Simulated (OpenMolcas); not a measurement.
Computed transition rates of neutral bismuth

```yaml
Program: OpenMolcas
Method: "SS-RASPT2, IPEA 0.25 Eh, imaginary shift 0.1 Eh (closed shells correlated: 5d 6s)"
Basis: ANO-R3 [9s8p6d3f2g1h]
Scalar_Hamiltonian: X2C, finite nucleus
Active_space: 3 electrons in 9 orbitals (RAS2 6p; RAS3 6d 7s, at most 1 electron)
State_averaging: 2S+1 = 4 odd, 1 root; 2S+1 = 2 odd, 8 roots; 2S+1 = 4 even, 3 roots; 2S+1 = 2 even, 8 roots
Spin-orbit_coupling: state interaction with AMFI integrals over the reference wave functions, term energies averaged over their components
```

Rates come from the transition moments of the reference wave functions (E1 and E2 in the length form). At fixed line strength A goes as λ^-3 for E1 and M1 and as λ^-5 for E2, so a rate at the computed wavelength can be rescaled to the measured one. Measured vacuum wavelengths follow from level energies in NIST Handbook of Basic Atomic Spectroscopic Data. Branching counts decays inside the model space alone, at computed energies, and the table is only a selection of the E1 lines, drawn from those between levels with measured partners whose computed energy lies within a factor of 1.5 of the measured one.

```csv
Upper,Lower,Type,λ computed (nm),λ measured (nm),A computed (s-1),A rescaled (s-1),Branching %
6s2 6p2 7s 2P 1/2,6s2 6p3 2P* 1/2,E1,459,412.3,1.76e+07,2.43e+07,5.4
6s2 6p2 7s 4P 3/2,6s2 6p3 2D* 5/2,E1,358.9,339.8,8.13e+06,,4.4
6s2 6p2 7s 4P 3/2,6s2 6p3 2D* 3/2 [70 %],E1,314.8,299,2.10e+07,,11.3
6s2 6p2 7s 4P 5/2 [64 %],6s2 6p3 2D* 5/2,E1,313.9,302.6,4.71e+07,,18.0
6s2 6p2 7s 2P 1/2,6s2 6p3 2D* 3/2 [70 %],E1,292.7,289.9,2.79e+08,2.87e+08,85.4
6s2 6p2 7s 4P 3/2,6s2 6p3 4S* 3/2,E1,233.3,222.9,1.56e+08,1.79e+08,84.2
6s2 6p2 7s 2P 1/2,6s2 6p3 4S* 3/2,E1,220.9,217.8,2.98e+07,,9.1
6s2 6p2 7s 4P 5/2 [64 %],6s2 6p3 4S* 3/2,E1,213.3,206.2,2.15e+08,2.38e+08,82.0
```

Spin-changing lines and M1 lines between different terms are not rescaled, since their strength hangs on the term gaps too.

The largest correction is for 6s2 6p2 7s 2P 1/2 → 6s2 6p3 2P* 1/2 (E1): 1.76e+07 × (459 / 412.3)^3 = 2.43e+07 s-1, a factor of 1.38.

The computed rate and branching of 6s2 6p2 7s 2P 1/2 → 6s2 6p3 2D* 3/2 [70 %] give the upper level a radiative lifetime of 0.854 / 2.79e+08 s-1 = 3.06e-09 s, counting decays inside the model space alone.

No measured rate stands beside these. Rescaling mends the energy factor alone: line strengths can still be far off where a level mixes with configurations outside the active space, and weak or spin-changing lines hang on small mixing coefficients that depend on the term gaps too, so rescaling need not improve them.

Term energies are means over components that CASPT2 splits; among the terms shown or strongly mixed into the levels shown the widest spread is 110 cm-1 (6s2 6p3 2D*). ANO sets are built for valence states and can reach diffuse excited orbitals poorly, and with the s shell closed the s pⁿ⁺¹ terms that mix with these levels are absent. Spin-orbit splittings of 6p shells tend to come out small when the coupling is added on scalar orbitals. With the s shell closed, the reference lacks s² → p² mixing. No level of 6s2 6p2 6d was computed, though it lies in the active space. Measured partners are found by configuration, term and J. A level has none where our copy of the source lacks it or the pairing is in doubt (some pairs that miss far off the trend of their configuration count as doubtful). Where the source uses jj or jK labels, the order within each J decides. Only configurations of the active space appear.

A share in square brackets marks a mixed level and gives the weight of the term that names it. * marks odd parity.
